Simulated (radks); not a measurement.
Results of a calculation; reference values are marked as such.
The mean radii <r> (bohr) of the occupied orbitals of an atom or ion are listed with their occupations. Level of theory: Dirac Kohn-Sham, LDA (Slater exchange, Perdew-Wang correlation), spin-unpolarised, spherical densities, point nucleus (a radial shooting solver on a logarithmic mesh with Libxc functionals).

orbital  occ.      <r>
1s1/2       2  0.03347
2s1/2       2   0.1455
2p1/2       2   0.1237
2p3/2       4   0.1285
3s1/2       2   0.4031
3p1/2       2   0.3960
3p3/2       4   0.4067
3d3/2       4   0.3821
3d5/2       6   0.3856
4s1/2       2    1.003
4p1/2       2    1.076
4p3/2       4    1.103
4d3/2       4    1.366

Name the element and its charge. Open shells, if any, fill j = l - 1/2 first.

Answer. Z = 44, ruthenium, charge +4: Ru4+ in [Kr] 4d4. The 1s radius gives Z: for a bare nucleus <r> = (2 gamma + 1)/(2Z) with gamma = sqrt(1 - (Z/c)^2), 0.03289 bohr for Z = 44, and screening makes it slightly larger (0.03347 here). The occupations add up to 40, and the charge is Z minus that.
